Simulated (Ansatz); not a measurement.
Basis sets compared for (H2In-mu-F)2 (In2H4F2). Charge 0, multiplicity 1. Geometry B3LYP-D4/def2-SVP. Ansatz on 2 threads of Arm Neoverse V1 on a shared host; times are rough, and most runs start from earlier orbitals.

Cartesian coordinates in Å:
```
In 1.461 -0.846 -0.207
H 2.659 -0.171 0.813
H 1.222 -2.081 -1.369
F 0.352 0.845 -0.960
In -1.461 0.845 0.207
H -2.646 0.157 -0.820
H -1.242 2.086 1.367
F -0.345 -0.836 0.971
```

In the def2 sets In takes a core potential, while STO-3G treats all electrons; there is no spin–orbit coupling.

STO-3G and 6-31G are all-electron sets without relativity, so their totals don't compare with the def2 sets.

Binding counts from free atoms (In doublet, H doublet, F doublet) in the same basis, without a counterpoise term.

```
                            level  functions  energy (Eh)  HOMO (eV)  LUMO (eV)  binding per atom (eV)  wall time
                        HF/STO-3G         68  -11564.2788      -8.87       7.38                   3.01        1 s
                     HF/def2-TZVP        186    -579.8012     -11.61       1.20                   1.90      2.5 s
                  PBE-D4/def2-SVP        100    -582.0692      -7.11      -1.63                   2.62      1.4 s
                 PBE-D4/def2-TZVP        186    -582.3384      -7.27      -1.81                   2.61      3.3 s
                PBE-D4/def2-TZVPD        228    -582.3406      -7.28      -1.86                   2.61      4.7 s
r2SCAN-D4/def2-TZVP (with forces)        186    -582.5973      -7.61      -1.42                   2.65        7 s
             r2SCAN-D4/def2-TZVPD        228    -582.5994      -7.61      -1.45                   2.65      9.5 s
                 PBE0-D4/def2-SVP        100    -582.0737      -8.45      -0.86                   2.57      2.3 s
                PBE0-D4/def2-TZVP        186    -582.3378      -8.55      -1.07                   2.56      4.7 s
               PBE0-D4/def2-TZVPD        228    -582.3397      -8.56      -1.12                   2.56      7.5 s
```

Question: Estimate the rows for PBE0-D4/def2-QZVPP.

Answer: 
```
             level  functions  energy (Eh)  HOMO (eV)  LUMO (eV)  binding per atom (eV)  wall time
PBE0-D4/def2-QZVPP        398    -582.3538      -8.55      -1.11                   2.57       16 s
```
